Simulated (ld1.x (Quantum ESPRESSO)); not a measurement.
## Plane-wave convergence, PAW potential for bismuth

bismuth, PAW, made with ld1.x (Quantum ESPRESSO) 7.5 (LDA (PZ), scalar-relativistic). Core [Kr] 4d10 4f14, reference 5s2 5p6 5d10 6s2 6p2.75 (charge +0.25). Waves: 5s (bound): rcut 1.05, rcutus 1.15 bohr; 6s (bound): rcut 1.05, rcutus 1.15 bohr; 5p (bound): rcut 1.45, rcutus 1.65 bohr; 6p (bound): rcut 1.45, rcutus 1.65 bohr; 5d (bound): rcut 1.10, rcutus 1.55 bohr; 5d channel at 0.35 Ry: rcut 1.10, rcutus 1.55 bohr. Local part: all-electron potential smoothed inside 1.60 bohr (lloc = -2). Core correction: Bessel-smoothed model core inside 1.15 bohr. Augmentation charge: PSQ, radius 0.80 bohr.

The pseudo-atom Hamiltonian at the reference potential is diagonalised in spherical Bessel functions j_l(qr) that vanish at 20 bohr, with q² up to the cutoff. All-electron valence levels (Ry): 5s -11.7547, 6s -1.2178, 5p -7.1926, 6p -0.4709, 5d -2.1374.

Problem. How do the lowest levels (Ry) of each channel move with the cutoff, and are there ghosts?

Solution.

| cutoff (Ry) | s #1 | s #2 | p #1 | p #2 | p #3 | d #1 | f #1 | Σ f·Δε (mRy) |
| --- | --- | --- | --- | --- | --- | --- | --- | --- |
| 8 | -9.3090 | -0.7964 | -5.9364 | -0.2369 | 0.0005 | -0.5269 | 0.0713 | 30031.5 |
| 12 | -10.4910 | -1.0042 | -6.7633 | -0.2960 | -0.0067 | -1.0638 | 0.0713 | 16759.4 |
| 18 | -11.3173 | -1.1602 | -7.1088 | -0.3406 | -0.0115 | -1.6776 | 0.0713 | 6461.4 |
| 25 | -11.6108 | -1.2060 | -7.1828 | -0.3718 | -0.0147 | -1.9634 | 0.0713 | 2395.3 |
| 35 | -11.7389 | -1.2181 | -7.1917 | -0.4257 | -0.0199 | -2.1167 | 0.0713 | 379.8 |
| 50 | -11.7542 | -1.2185 | -7.1925 | -0.4693 | -0.0240 | -2.1371 | 0.0713 | 19.5 |
| 60 | -11.7543 | -1.2185 | -7.1927 | -0.4699 | -0.0240 | -2.1373 | 0.0713 | 14.7 |
| 80 | -11.7545 | -1.2187 | -7.1928 | -0.4711 | -0.0242 | -2.1380 | 0.0713 | 3.1 |
| 100 | -11.7547 | -1.2188 | -7.1928 | -0.4712 | -0.0242 | -2.1380 | 0.0713 | 1.7 |
| 120 | -11.7548 | -1.2188 | -7.1928 | -0.4713 | -0.0242 | -2.1381 | 0.0713 | 0.6 |
| 160 | -11.7548 | -1.2188 | -7.1928 | -0.4713 | -0.0242 | -2.1381 | 0.0713 | 0.2 |
| 400 | -11.7548 | -1.2188 | -7.1928 | -0.4713 | -0.0242 | -2.1381 | 0.0713 | 0.0 |

Result: no extra level below or beside the all-electron valence levels (s, p, d, f tested); 10 mRy is reached at 70 Ry and 1 mRy at 120 Ry.
